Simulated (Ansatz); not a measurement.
`O[SiH2]N[SiH2]F`. Total charge 0; spin multiplicity 1.

```
atom   x (Å)   y (Å)   z (Å)
  O1   2.346  -0.870   0.403
 Si2   1.239   0.341   0.480
  N3  -0.040   0.166  -0.667
 Si4  -1.709  -0.020  -0.358
  F5  -2.478   1.381  -0.276
  H6   2.042  -1.765   0.562
  H7   0.560   0.389   1.800
  H8   2.038   1.556   0.212
  H9   0.220   0.265  -1.640
 H10  -2.340  -0.765  -1.472
 H11  -1.878  -0.677   0.956
```

(1) What are the harmonic wavenumbers in cm⁻¹ at PBE0-D4/def2-TZVP (Ansatz, finite differences of forces, unscaled)? (An estimate is asked.)

(2) Is this a minimum?

(3) Give the ideal-gas thermochemistry at 298.15 K and 1 bar (rigid rotor, harmonic oscillator; point group C1, symmetry number 1).

Results:

(1) Computed: 53, 58, 191, 223, 284, 334, 468, 596, 599, 734, 785, 836, 850, 870, 912, 916, 945, 956, 965, 980, 1208, 2229, 2254, 2264, 2267, 3594, 3919.

(2) Yes, all 27 modes are real.

(3) Zero-point energy 181.2 kJ/mol; H(298) − E = 203.7 kJ/mol; entropy 364.1 J/(mol·K), of which translation 167.6, rotation 114.8, vibration 81.7; G(298) − E = 95.2 kJ/mol. Modes under 100 cm⁻¹ are hindered rotations or soft bends, so the harmonic entropy is rough.
